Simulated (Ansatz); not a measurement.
`C=[C](C)[AlH2]` + `[NH2][GaH2]` → `[NH2][GaH][AlH2]` + `C=CC`  (formal exchange of groups at the Al–C bond)

Isolated molecules relaxed with PBE0-D4/def2-TZVP in Ansatz; ΔE leaves out vibrations. CBS: MP2 limit from def2 TZ/QZ plus the TZ coupled-cluster correction, frozen cores. DFT in def2-TZVPP. HSE06 is defined as in plane-wave codes. For Ga outer-core shells are correlated without core-valence functions, which leaves a few kJ/mol of doubt a bond. Scalar relativity is left out up to krypton. One conformer a species, not always the lowest.

| level | ΔE (kJ/mol) | difference from CCSD(T)/CBS |
| --- | --- | --- |
| PBE-D4 | -26.6 | -6.1 |
| r2SCANh-D4 | -19.8 | 0.7 |
| r2SCAN0-D4 | -19.9 | 0.6 |
| PBE | -29.4 | -8.9 |
| r2SCAN | -20.4 | 0.1 |
| r2SCANh | -20.5 | 0.0 |
| HSE06 | -27.4 | -6.9 |
| BHLYP | -21.6 | -1.1 |
| LC-ωPBE | -20.2 | 0.3 |
| HF/def2-SVP | -16.5 | 4.0 |
| MP2/def2-SVP | -8.1 | 12.4 |
| CCSD(T)/def2-SVP | -17.0 | 3.5 |
| MP2/def2-TZVPP | -10.6 | 9.9 |
| MP2/def2-QZVPP | -11.0 | 9.5 |
| HF/CBS(def2) | -19.4 | 1.1 |
| MP2/CBS(def2) | -12.0 | 8.5 |
| CCSD(T)/CBS | -20.5 | 0 |

Largest T1 diagnostic among the species: 0.015.

From BLYP to BHLYP (50 % exact exchange), in def2-TZVPP and without D4, ΔE moves by +4.6 kJ/mol. Leaving LDA and LC-ωPBE aside and taking each functional with its dispersion term where it has one, the values, not all of them listed here, spread over 14.1 kJ/mol, from PBE-D4 to B97M-V. LDA lies +7.2 kJ/mol from PBE without D4. At CCSD(T), def2-SVP lies +3.5 kJ/mol from the extrapolated value and def2-TZVPP +1.4 kJ/mol.
